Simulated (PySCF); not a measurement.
Quadrupolar nuclei of `C=CC[N]([SiH3])[GeH3]` in NMR

C3H11GeNSi.
Geometry (PBE0-D3(BJ)/def2-SVP, Å), atoms numbered from 1 in this order:
```
atom  x, y, z in Å
C1     2.345   -1.322   -0.353
C2     1.478   -0.331   -0.145
C3     0.303   -0.029   -1.028
N4    -0.979   -0.104   -0.329
Si5   -1.550   -1.676    0.165
Ge6   -1.717    1.482    0.257
H7     3.179   -1.510    0.328
H8     2.251   -1.985   -1.220
H9     1.587    0.310    0.740
H10    0.421    0.981   -1.463
H11    0.306   -0.727   -1.887
H12   -2.992   -1.540    0.530
H13   -0.828   -2.267    1.338
H14   -1.389   -2.626   -0.981
H15   -1.685    2.468   -0.929
H16   -0.907    2.093    1.424
H17   -3.154    1.190    0.714
```

Computed at PBE0/pcSseg-1 (PySCF, non-relativistic):

| atom | environment | nucleus | spin I | Q (b) | CQ = χzz (MHz) | η |
| --- | --- | --- | --- | --- | --- | --- |
| N4 | silicon-bound nitrogen | 14N | 1 | 0.02044 | -4.562 | 0.417 |
| Ge6 | germanium bonded to N and 3 H | 73Ge | 9/2 | -0.196 | -41.865 | 0.042 |

Recover the principal values of the field gradient from CQ = 234.96 MHz × Q × Vzz, η = (Vxx − Vyy)/Vzz and a zero trace.

Vxx = −Vzz(1 − η)/2 and Vyy = −Vzz(1 + η)/2, in au:

| atom | Vxx (au) | Vyy (au) | Vzz (au) | Vzz (10²¹ V/m²) |
| --- | --- | --- | --- | --- |
| N4 | 0.277 | 0.673 | -0.950 | -9.23 |
| Ge6 | -0.435 | -0.474 | 0.909 | 8.83 |

At 7.05 T, set νQ = 3|CQ|/[2I(2I − 1)] beside the Larmor frequency (|g| × 7.62259 MHz/T × B; g(14N) = 0.40376, g(73Ge) = −0.19544), and give PQ = |CQ|√(1 + η²/3).

```json
{"atom": "N4", "PQ (MHz)": "4.692", "νQ (MHz)": "6.843", "ν0 (MHz)": "21.70", "νQ/ν0": "0.315"}
{"atom": "Ge6", "PQ (MHz)": "41.88", "νQ (MHz)": "1.744", "ν0 (MHz)": "10.50", "νQ/ν0": "0.166"}
```

For N4: PQ = 4.562 × 1.0285, νQ = 4.562 × 1.5000, ν0 = 3.0777 MHz/T × 7.05 T.

For N4 νQ isn't small against ν0, so the high-field expansions of solid-state NMR fail there at this field.

Quadrupolar 1/T1 and linewidth for τc = 15 ps (extreme narrowing, isotropic tumbling)?

1/T1 = 1/T2 = (3π²/10)(2I + 3)/[I²(2I − 1)] × PQ² × τc; the width is 1/(πT2).

| site | spin factor (2I + 3)/[I²(2I − 1)] | 1/T1 (s⁻¹) | T1 (ms) | linewidth (Hz) |
| --- | --- | --- | --- | --- |
| 14N at N4 | 5.000 | 4890 | 0.205 | 1560 |
| 73Ge at Ge6 | 0.074 | 5770 | 0.173 | 1840 |

Solvent, lattice and vibrations would change these gradients. Isolated species at its PBE0-D3(BJ)/def2-SVP geometry (one conformer only). The calculation is non-relativistic, for germanium too. The small basis limits the accuracy of the gradients.

These values come from a run that also computed NMR shieldings. The run took 25 s wall on an Arm Neoverse V2 with one thread, no GPU (shared host).
